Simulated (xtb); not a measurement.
FH5OSi2, SMILES F[SiH2]O[SiH3]. All values are semi-empirical tight-binding results from xtb (GFN2-xTB unless named), good for trends rather than for accurate numbers. Geometry optimised at GFN2-xTB. Other conformers were not sampled.

Optimised geometry:

```xyz
9

Si    -1.8316     0.2606    -0.4930
O     -0.2073     0.2710    -0.4238
Si     1.3147     0.0591     0.0347
F      1.3062    -0.9000     1.3223
H     -2.3256    -0.7573     0.4297
H     -2.1360    -0.0524    -1.8871
H     -2.2516     1.6062    -0.1082
H      1.8468     1.3311     0.4817
H      2.0048    -0.6711    -1.0100
```
Charge 0, spin multiplicity 1.

The geometry has at least one imaginary mode, so it is a saddle point at that level.

```json
{
 "orbital_gap": "5.92 eV",
 "dipole_moment": "1.51 D",
 "static polarisability (D4 model)": "67.2 bohr³",
 "solvation energy, GFN2-xTB/ALPB(water)": "1.8 kcal/mol",
 "solvation energy, GFN2-xTB/ALPB(toluene)": "-0.6 kcal/mol"
}
```

**Question.** Give the atomic charges and the Wiberg bond orders between heavy atoms. (The exact figures need the calculation; the answer reports its results.)

**Answer.** charges (e) Si1 0.52, O2 -0.44, Si3 0.59, F4 -0.28, H5 -0.09, H6 -0.09, H7 -0.09, H8 -0.07, H9 -0.06. Bond orders Si1–O2 1.05, O2–Si3 1.14, Si3–F4 1.08.
